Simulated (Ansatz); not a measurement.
Molecule: HgCl2, net charge 1, doublet state. SMILES of the parent species: [Cl][Hg][Cl]

Atoms: Hg1, Cl2, Cl3. Bonds: Hg1-Cl2, Hg1-Cl3.

Bond lengths (Å) and angles (degrees) optimised at PBE/6-31G* with LANL2DZ past Ar with Ansatz (a first-principles code); B3LYP/6-31G* with LANL2DZ past Ar with Ansatz; MP2/6-31G* with LANL2DZ past Ar with Ansatz, each started from the B3LYP-D3(BJ)/def2-TZVP structure (Ansatz) of the last column. A row stands for all coordinates that are equal there. 6-31G* holds six Cartesian d functions. No wavenumbers were computed at PBE/6-31G* with LANL2DZ past Ar, MP2/6-31G* with LANL2DZ past Ar, so these may be saddle points.

```tsv
coordinate	PBE/6-31G* with LANL2DZ past Ar	B3LYP/6-31G* with LANL2DZ past Ar	MP2/6-31G* with LANL2DZ past Ar	B3LYP-D3(BJ)/def2-TZVP
Hg1-Cl2	2.462	2.446	2.305 to 2.582	2.280
Cl2-Hg1-Cl3	180.0	180.0	180.0	180.0
```

A range marks coordinates that this level makes unequal.

Mean signed difference of all 2 bond lengths from B3LYP-D3(BJ)/def2-TZVP: PBE/6-31G* with LANL2DZ past Ar 0.182 Å, B3LYP/6-31G* with LANL2DZ past Ar 0.166 Å, MP2/6-31G* with LANL2DZ past Ar 0.164 Å.
